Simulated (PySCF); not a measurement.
C₂H₆N₂Si, SMILES C#C[SiH](N)N. Coordinates come from a PBE0-D3(BJ)/def2-SVP optimisation. The structure was generated by enumeration, and PubChem lists no compound with its InChIKey, so it may never have been made. Other conformers were not sampled.

Task: Give the equilibrium geometry at PBE0-D3(BJ)/def2-SVP (PySCF confirms it by a frequency run) as a Z-matrix. (The exact figures need the calculation; the answer reports its results.)

Result: One answer among several that fit: 
```
Si
N 1 1.7193
H 2 1.0128 1 120.03
H 2 1.0132 3 112.17 1 150.36
N 1 1.7197 2 108.04 3 -153.28
H 5 1.0133 1 119.68 2 -158.85
H 5 1.0141 6 111.54 1 147.20
H 1 1.4954 2 118.40 3 88.43
C 1 1.8512 8 106.18 5 -123.52
C 9 1.2180 8 146.91 1 -177.73
H 10 1.0756 3 141.32 2 162.96
```
Charge 0, spin multiplicity 1.
